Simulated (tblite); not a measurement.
A geometry optimisation, step by step.

Compound: C6H14BO2P.
Bonds: C1–C2, C2–C3, C3–B4, B4–P5, B4–C6, C6–O7, O7–C8, C8–C9, C8–O10 (double). Hydrogens: H11, H12, H13 on C1; H14, H15 on C2; H16, H17 on C3; H18, H19 on P5; H20, H21 on C6; H22, H23, H24 on C9.

Computed with GFN2-xTB (tblite), gas phase: L-BFGS steps from a force-field or distance-geometry start until the largest atomic force falls under 0.01 eV/Å. 4 of its 208 geometries are shown.

Step 0: E = -865.9886 eV, largest atomic force 4.530 eV/Å
```
atom  x, y, z in Å  |  force x, y, z in eV/Å
C1     -3.197   -1.416    0.443   -0.871  -0.222   0.197
C2     -1.855   -0.710    0.388    0.594  -0.513   0.887
C3     -1.743    0.215   -0.810   -0.039   1.137  -0.598
B4     -0.343    0.979   -0.863   -0.361  -0.096   0.181
P5     -0.262    2.885   -0.605   -0.683   0.359   0.120
C6      1.000    0.157   -1.090    0.129  -0.328  -0.251
O7      1.814    0.250    0.076    2.067  -0.345   1.329
C8      3.072   -0.360    0.182   -0.261  -1.997  -4.058
C9      3.850   -0.248    1.443   -0.370   0.974   0.977
O10     3.519   -1.052   -0.772   -1.521   2.122   2.537
H11    -3.359   -2.025   -0.473    0.062   0.403   0.676
H12    -4.027   -0.668    0.526    0.648  -0.659  -0.128
H13    -3.254   -2.081    1.339    0.034   0.471  -0.761
H14    -1.049   -1.489    0.346   -0.523   0.670   0.096
H15    -1.720   -0.122    1.337    0.003  -0.477  -0.796
H16    -2.566    0.978   -0.750    0.387  -0.744  -0.140
H17    -1.871   -0.357   -1.751   -0.111   0.140   0.464
H18    -1.135    2.870    0.549    0.327  -0.009  -0.837
H19    -1.321    3.159   -1.563    0.516  -0.251   0.779
H20     1.548    0.594   -1.950   -0.051  -0.371   0.160
H21     0.766   -0.900   -1.296    0.438   0.098  -0.107
H22     3.530    0.667    1.998    0.196  -0.747  -0.263
H23     4.936   -0.162    1.229   -0.802  -0.253   0.005
H24     3.656   -1.145    2.074    0.190   0.639  -0.470
```

Step 69: E = -866.8043 eV, largest atomic force 0.186 eV/Å
```
atom  x, y, z in Å  |  force x, y, z in eV/Å
C1     -3.316   -1.388    0.373   -0.043  -0.031  -0.001
C2     -1.974   -0.678    0.400   -0.042  -0.050   0.044
C3     -1.813    0.120   -0.911    0.048  -0.018   0.094
B4     -0.401    0.772   -0.746    0.107   0.008   0.048
P5     -0.142    2.263    0.389   -0.074  -0.105   0.029
C6      0.934   -0.013   -1.093    0.057  -0.008  -0.016
O7      1.852    0.290   -0.026   -0.006   0.114  -0.029
C8      3.038   -0.320    0.007   -0.061   0.050   0.041
C9      3.805    0.136    1.222   -0.006   0.000   0.006
O10     3.417   -1.118   -0.808   -0.074   0.039  -0.004
H11    -3.353   -2.017   -0.512   -0.122  -0.131   0.052
H12    -4.118   -0.657    0.305   -0.069  -0.033   0.050
H13    -3.468   -2.000    1.257    0.011  -0.004   0.012
H14    -1.165   -1.402    0.500   -0.014  -0.055  -0.028
H15    -1.906   -0.001    1.255   -0.070   0.021   0.020
H16    -2.642    0.830   -0.949    0.038   0.017  -0.118
H17    -1.932   -0.584   -1.738    0.097   0.116  -0.043
H18    -1.419    2.801    0.287    0.101   0.108  -0.088
H19     0.426    3.083   -0.568    0.012   0.058   0.041
H20     1.395    0.307   -2.036   -0.017  -0.043  -0.071
H21     0.826   -1.102   -1.157   -0.014  -0.012  -0.042
H22     3.398    1.077    1.581    0.048  -0.007  -0.040
H23     4.856    0.231    0.965    0.011  -0.019   0.088
H24     3.689   -0.610    2.007    0.083  -0.017  -0.045
```

Step 138: E = -866.9724 eV, largest atomic force 0.053 eV/Å
```
atom  x, y, z in Å  |  force x, y, z in eV/Å
C1     -3.623   -1.421    0.107   -0.004  -0.006   0.003
C2     -2.280   -0.766    0.404   -0.020   0.008   0.008
C3     -1.776    0.063   -0.796   -0.021  -0.024  -0.005
B4     -0.358    0.660   -0.451   -0.041   0.024   0.023
P5     -0.110    2.045    0.794   -0.016  -0.010  -0.034
C6      0.958   -0.058   -0.950    0.006   0.007  -0.009
O7      2.092    0.521   -0.279    0.007   0.001   0.037
C8      3.087   -0.290    0.084    0.037  -0.002  -0.011
C9      4.118    0.458    0.890    0.010   0.020  -0.007
O10     3.139   -1.460   -0.192   -0.024  -0.004   0.020
H11    -3.532   -2.113   -0.728   -0.001   0.004  -0.016
H12    -4.369   -0.672   -0.148    0.005   0.004   0.007
H13    -3.977   -1.978    0.972    0.013   0.012   0.008
H14    -1.548   -1.537    0.652   -0.004   0.018  -0.024
H15    -2.374   -0.108    1.272   -0.001  -0.001   0.015
H16    -2.522    0.838   -0.991    0.013  -0.012  -0.001
H17    -1.752   -0.586   -1.673   -0.005  -0.026  -0.023
H18    -1.187    2.846    0.454    0.022   0.000   0.025
H19     0.829    2.783    0.106   -0.003  -0.006   0.016
H20     1.105    0.051   -2.032    0.027  -0.021  -0.007
H21     0.960   -1.137   -0.751   -0.002   0.008  -0.018
H22     3.789    1.480    1.049    0.029   0.020   0.000
H23     5.072    0.444    0.367   -0.034  -0.005   0.006
H24     4.250   -0.043    1.846    0.007  -0.011  -0.013
```

Step 207: E = -866.9883 eV, largest atomic force 0.010 eV/Å
```
atom  x, y, z in Å  |  force x, y, z in eV/Å
C1     -3.747   -1.284    0.070    0.002   0.001   0.000
C2     -2.343   -0.781    0.377    0.002   0.003   0.002
C3     -1.711   -0.062   -0.830   -0.005  -0.003   0.003
B4     -0.303    0.529   -0.427   -0.004  -0.004   0.002
P5     -0.102    1.760    0.978    0.007   0.001   0.004
C6      1.032   -0.072   -1.024    0.004   0.002  -0.002
O7      2.187    0.554   -0.431   -0.002   0.001  -0.005
C8      3.062   -0.228    0.205    0.005   0.008   0.002
C9      4.187    0.590    0.783    0.002   0.000  -0.001
O10     2.963   -1.424    0.289    0.002  -0.006   0.001
H11    -3.727   -1.991   -0.757    0.002   0.000  -0.001
H12    -4.399   -0.457   -0.203   -0.003  -0.001   0.001
H13    -4.170   -1.783    0.939   -0.001  -0.004  -0.005
H14    -1.708   -1.621    0.665   -0.005  -0.001   0.002
H15    -2.379   -0.091    1.226   -0.004   0.007  -0.002
H16    -2.401    0.732   -1.133    0.003   0.000   0.001
H17    -1.656   -0.765   -1.664    0.003   0.000   0.004
H18    -1.215    2.552    0.762   -0.002   0.000  -0.002
H19     0.795    2.620    0.384   -0.002   0.000   0.001
H20     1.116    0.057   -2.109   -0.003  -0.002  -0.004
H21     1.102   -1.151   -0.831   -0.001   0.000  -0.002
H22     3.878    1.624    0.900    0.001   0.000   0.002
H23     5.037    0.543    0.104    0.000   0.000   0.001
H24     4.489    0.168    1.737   -0.001  -0.002  -0.001
```

Task: Summarise the path.

Result: The energy falls by 0.9998 eV from step 0 to step 207; nine tenths of that is first reached at step 77. It falls at every step. The largest force goes from 4.530 to 0.010 eV/Å. Among the bonds P5–H19 changes most, from 1.454 to 1.378 Å; the atoms move by 1.078 Å rms after alignment.

The cost below is that of the whole relaxation. Hardware: one thread of an Arm Neoverse N1, on a shared host. Cost: 3.3 s.
